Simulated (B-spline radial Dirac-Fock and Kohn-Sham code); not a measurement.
**Dipole and non-dipole photoemission parameters of Ru⁶⁺ 4d3/2**

System: the Ru⁶⁺ ion, [Kr] 4d2; threshold 92.49 eV (orbital energy of the model). These are calculated numbers from a B-spline atomic structure program; the model is Dirac-Hartree-Slater photoionisation with a Latter tail; cross sections with all multipoles, angular parameters from the dipole term and its interference with E2.

The run's input, task.json:

```json
{"items": [{
  "Z": 44,
  "q": 6,
  "cfg": [[1, 0, 2], [2, 0, 2], [2, 1, 6], [3, 0, 2], [3, 1, 6], [3, 2, 10], [4, 0, 2], [4, 1, 6], [4, 2, 2]],
  "A": 102,
  "rrms": 4.4809,
  "do": "xps",
  "hv": [60, 69.5, 75.1, 87.5, 94.5, 150, 151.0, 202.0, 246.0, 336.0, 408.0, 526.0, 545.0, 581.0, 800, 831.0, 1000, 1200.0, 1240.0, 1253.6, 1270.0, 1486.9, 2500.0, 3000.0, 3820.0, 4450.0, 5414.7, 6770.0, 11700.0, 15000]
}]}
```

Run with: `python xray2_run.py task.json out`

For linearly polarised light dσ/dΩ = σ/(4π) [1 + β P₂(cos θ) + (δ + γ cos²θ) sin θ cos φ], with θ from the polarisation vector and φ the angle between the beam and the projection of the electron momentum on the plane normal to the polarisation.

| hν (eV) | σ (kb) | β | γ | δ |
| --- | --- | --- | --- | --- |
| 150 | 76.1 | -0.132 | 0.074 | -0.005 |
| 151 | 76.4 | -0.113 | 0.074 | -0.005 |
| 202 | 80.4 | 0.491 | 0.021 | -0.008 |
| 246 | 70.8 | 0.764 | -0.007 | -0.004 |
| 336 | 47.3 | 1.040 | -0.024 | 0.004 |
| 408 | 34.3 | 1.150 | -0.014 | 0.010 |
| 526 | 21.4 | 1.251 | 0.013 | 0.017 |
| 545 | 20.0 | 1.261 | 0.020 | 0.018 |
| 581 | 17.6 | 1.278 | 0.030 | 0.020 |
| 800 | 8.58 | 1.321 | 0.117 | 0.029 |
| 831 | 7.82 | 1.322 | 0.130 | 0.031 |
| 1000 | 4.93 | 1.319 | 0.199 | 0.037 |
| 1200 | 3.07 | 1.302 | 0.278 | 0.044 |
| 1240 | 2.81 | 1.298 | 0.293 | 0.046 |
| 1253.6 | 2.73 | 1.296 | 0.298 | 0.046 |
| 1270 | ? | ? | ? | ? |
| 1486.9 | 1.70 | 1.268 | 0.383 | 0.054 |
| 2500 | 0.356 | 1.127 | 0.682 | 0.092 |
| 3000 | 0.197 | 1.065 | 0.793 | 0.111 |
| 3820 | 0.0876 | 0.975 | 0.939 | 0.143 |
| 4450 | 0.0516 | 0.916 | 1.028 | 0.167 |
| 5414.7 | 0.0257 | 0.840 | 1.141 | 0.204 |
| 6770 | 0.0113 | 0.753 | 1.262 | 0.255 |
| 11700 | 0.00138 | 0.551 | 1.502 | 0.422 |
| 15000 | 0.000508 | 0.464 | 1.575 | 0.523 |

Problem. Give the values at 1270 eV.

Solution. σ = 2.63 kb, β = 1.294, γ = 0.304, δ = 0.047.
